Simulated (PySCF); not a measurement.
## Ionisation energy of Ca³⁺ by level of theory

Ca³⁺ [Ne] 3s2 3p5 (2P) → Ca⁴⁺ [Ne] 3s2 3p4 (3P), as a difference of total energies. Computed with PySCF 2.14 in an uncontracted even-tempered set (21 s from 0.054 bohr⁻², ratio 2.5; 14 p from 0.071 bohr⁻², ratio 2.5; 5 d from 1.5 bohr⁻², ratio 2.7; 5 f from 2.3 bohr⁻², ratio 2.7), with the spin-free X2C one-electron Hamiltonian (Gaussian nucleus). Correlated levels: outer shells: 1s2 frozen; virtual orbitals above 40 to 60 times the deepest correlated orbital energy dropped. The calculations carry no spin-orbit coupling.

```csv
method,ionisation energy (eV),plus first-order spin-orbit estimate,difference from reference of that sum (eV)
UHF,65.738,65.727,-1.546
LDA,67.292,67.281,+0.008
PBE,67.055,67.045,-0.228
PBE0,67.087,67.076,-0.197
r2SCAN,67.175,67.164,-0.109
BLYP,66.961,66.951,-0.322
M06-2X,67.082,67.072,-0.201
MP2 (outer shells),66.581,66.571,-0.702
SCS-MP2 (outer shells),66.565,66.555,-0.718
```

Reference: 67.273 eV (semi-empirical (NIST evaluation); NIST Atomic Spectra Database, ionization energies).

A first-order spin-orbit estimate (lowest level to lowest level, LS coupling) adds -0.010 eV.
